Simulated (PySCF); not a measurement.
[PySCF: GIAO PBE0/pcSseg-1 shieldings; coordinates at the GFN2-xTB level; fast rotation and ring inversion assumed for equivalent nuclei; no solvent; non-relativistic; a single conformation]

δ = σ(ref) − σ, references computed at the same level: 1H (σref 31.72), 13C (σref 186.93) vs TMS. Acid and N–H amide carbonyl carbons lie up to 10 ppm further downfield in solution (hydrogen bonding). Shifts are as computed. Against solution values, carbons near 30 ppm lie about +3 ppm off and those near 130 ppm about +5 ppm. Of 1309 compounds with measured shifts, 239 miss one by over three times the rms of a fit or turn the order of signals round; such compounds aren't used in these exercises. Groups on amide-type nitrogens are kept apart (slow C–N rotation). OH and NH positions are gas-phase values without hydrogen bonding to other molecules.

Problem. Order these molecules by the shift of their most deshielded carbon, lowest δ first.
A. C=C([SiH2]N)C(=O)COC
B. C=C(/C=N\C)O[SiH2]OC
C. CC(C)[SiH2]O
D. CO/C(=C\[SiH3])CC(N)=O

Solution. C (20.4 ppm, sp3 CH bonded to Si), B (162.2 ppm, C=N carbon), D (177.7 ppm, alkene carbon bearing oxygen), A (208.3 ppm, ketone carbonyl carbon).

Problem. Order these molecules by the shift of their most deshielded carbon-bound hydrogen, lowest δ first.
A. CO/C(=C\[SiH3])CC(N)=O
B. CC(C)[SiH2]O
C. C=C([SiH2]N)C(=O)COC
D. C=C(/C=N\C)O[SiH2]OC

Solution. B (1.07 ppm, hydrogen on a methyl carbon), A (4.45 ppm, hydrogen on a β carbon of an enol-ether or enamine type C=C), C (7.00 ppm, hydrogen on a β carbon of a C=C–C=O unit), D (8.32 ppm, hydrogen on a C=N carbon).

Problem. How many 13C and 1H signals does each give (equivalence by symmetry and fast rotation, but not about amide C–N or C=N bonds)? `CC(C)[SiH2]O`, `C=C(/C=N\C)O[SiH2]OC`, `CO/C(=C\[SiH3])CC(N)=O`, `C=C([SiH2]N)C(=O)COC`

Solution. CC(C)[SiH2]O: 2 C, 4 H; C=C(/C=N\C)O[SiH2]OC: 5 C, 6 H; CO/C(=C\[SiH3])CC(N)=O: 5 C, 6 H; C=C([SiH2]N)C(=O)COC: 5 C, 6 H.
